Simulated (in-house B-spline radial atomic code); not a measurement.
Configurations of S7+, with energies counted from [He] 2s2 2p5. Method: Dirac-Hartree-Fock, average of configuration, Fermi nucleus of rms radius 3.2611 fm. Calculated with an all-electron radial atomic-structure program (B-spline basis). Energies include first-order Breit, QED and recoil terms.

Occupations are held fixed; configurations that lie above the ionisation limit could autoionise.

```
   configuration  E - E(ref) (eV)  highest orbital  its <r> (bohr)
    [He] 2s1 2p6           64.371            2p3/2          0.4225
[He] 2s2 2p4 4s1           262.07            4s1/2            2.39
[He] 2s2 2p4 4f1           276.22            4f7/2           2.241
[He] 2s1 2p5 3d1           287.59            3d5/2           1.214
[He] 2s2 2p4 6d1           305.87            6d5/2           6.187
[He] 2s2 2p4 6f1            306.5            6f7/2           5.983
[He] 2s1 2p5 4d1           332.44            4d5/2             2.5
[He] 2s1 2p5 5d1           353.06            5d5/2           4.158
[He] 2s1 2p5 6d1           364.18            6d5/2           6.189
```

Q: Order these further configurations by energy, lowest first.
A. [He] 2s1 2p5 5f1
B. [He] 2s2 2p4 4d1
C. [He] 2s2 2p4 3s1
D. [He] 2s2 2p4 3d1
E. [He] 2s2 2p4 5d1

A: C (196.75 eV), D (229.27 eV), B (274.12 eV), E (294.75 eV), A (354.13 eV).

Q: How far above the reference does [He] 2s2 2p4 6s1 lie?

A: 302.64 eV; its least bound orbital is 6s1/2 with <r> = 5.819 bohr.

Q: How far above the reference does [He] 2s1 2p5 4f1 lie?

A: 334.51 eV; its least bound orbital is 4f7/2 with <r> = 2.241 bohr.

Q: How far above the reference does [He] 2s1 2p5 6g1 lie?

A: 364.84 eV; its least bound orbital is 6g9/2 with <r> = 5.499 bohr.
